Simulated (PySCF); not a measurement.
Compound: C₃H₁₂GeSi.
Atom-mapped SMILES: `[CH3:1][GeH2:2][C@H:3]([CH3:4])[SiH3:5]` (hydrogens: H6, H7, H8 on C1; H9, H10 on Ge2; H11 on C3; H12, H13, H14 on C4; H15, H16, H17 on Si5)

Theory: core-valence-separated Tamm–Dancoff BHandHLYP/aug-pcX-1 (pcseg-1 on H, def2-SVPD on Si, def2-SVPD on Ge) in PySCF, non-relativistic, gas phase, PBE0-D3(BJ)/def2-SVP geometry.

Computed carbon K-edge spectrum, Gaussian lines of 0.3 eV full width, highest printed point 100; it ends one width below the last computed root. BHandHLYP without relativity tends to put these K edges a few eV too low, so spacings mean more than positions.

```
photon energy (eV)  absorption
             285.0           0
             285.1           1
             285.2           5
             285.3          11
             285.4          14
             285.5          13
             285.6          14
             285.7          26
             285.8          46
             285.9          68
             286.0          88
             286.1         100
             286.2          99
             286.3          87
             286.4          65
             286.5          38
```

Task: Assign the maxima to core holes.

Result: 2 maxima:
- 285.4 eV: C3 (sp3 carbon bound to silicon), 285.36 eV, f = 0.012, 70 % of the height at the exact maximum; C4 (methyl carbon), 285.52 eV, f = 0.007, 28 % of the height at the exact maximum
- 286.1 eV: C1 (sp3 carbon bound to germanium), 286.14 eV, f = 0.032, 27 % of the height at the exact maximum; C3 (sp3 carbon bound to silicon), 286.18 eV, f = 0.031, 24 % of the height at the exact maximum; C1 (sp3 carbon bound to germanium), 286.04 eV, f = 0.031, 19 % of the height at the exact maximum; C1 (sp3 carbon bound to germanium), 285.97 eV, f = 0.034, 12 % of the height at the exact maximum

Further lines of some strength in the range: C3, 285.81 eV, f = 0.033; C3, 286.30 eV, f = 0.007; C4, 286.31 eV, f = 0.028; C4, 286.40 eV, f = 0.034; C3, 286.48 eV, f = 0.003.

Roots within 0.03 eV on the same or equivalent atoms count as one line; shares under 12 % aren't listed.

Vibrational structure and lifetime widths aren't in the curve. The ionisation threshold wasn't computed; near and above it a finite basis only mimics Rydberg series and continuum. Relativistic effects, spin–orbit coupling among them, are left out although an element past zinc is present.

The values belong to the conformer `[CH3:1][GeH2:2][C@H:3]([CH3:4])[SiH3:5]`: C1–Ge2–C3–C4 62°.
